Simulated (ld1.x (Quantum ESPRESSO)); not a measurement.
**Reading a pseudo-wave (indium (In))**

Columns: radius, all-electron u(r) and pseudo u(r) of the 4s shell (level -119.51 eV) of indium in the configuration [Ar] 3d10 4s2 4p6 4d10 5s2 5p1; PBEsol, scalar-relativistic, TM scheme, ld1.x (Quantum ESPRESSO) 7.5.

```csv
r (bohr),all-electron,pseudo
0.080,-0.4641,-0.0965
0.160,0.1195,-0.1991
0.240,0.6856,-0.3139
0.320,0.5786,-0.4468
0.400,0.0963,-0.6010
0.480,-0.4401,-0.7737
0.560,-0.8657,-0.9512
0.640,-1.1337,-1.1078
0.720,-1.2566,-1.2126
0.800,-1.2685,-1.2430
0.880,-1.2070,-1.1993
0.960,-1.1028,-1.1019
1.040,-0.9788,-0.9788
1.120,-0.8504,-0.8504
1.200,-0.7268,-0.7268
1.280,-0.6135,-0.6135
1.360,-0.5126,-0.5126
1.440,-0.4251,-0.4251
1.520,-0.3501,-0.3501
1.600,-0.2869,-0.2869
1.680,-0.2341,-0.2341
1.760,-0.1903,-0.1903
1.840,-0.1542,-0.1542
1.920,-0.1246,-0.1246
2.000,-0.1005,-0.1005
2.080,-0.0809,-0.0809
```

**Question.** How many radial nodes do the two functions have?

**Answer.** The all-electron 4s function has n − l − 1 = 3 (the table is too coarse to show those close to the nucleus); the pseudo-wave has 0, since the states of the same l below it are removed with the core.

**Question.** At about which radius was the pseudo-wave matched?

**Answer.** 1.10 bohr, where the columns begin to agree (steps of 0.08 bohr).

**Question.** Is the pseudo-wave norm-conserving?

**Answer.** Yes: the TM scheme keeps the norm inside the radius equal to the all-electron one, which fixes the energy derivative of the logarithmic derivative at the level.
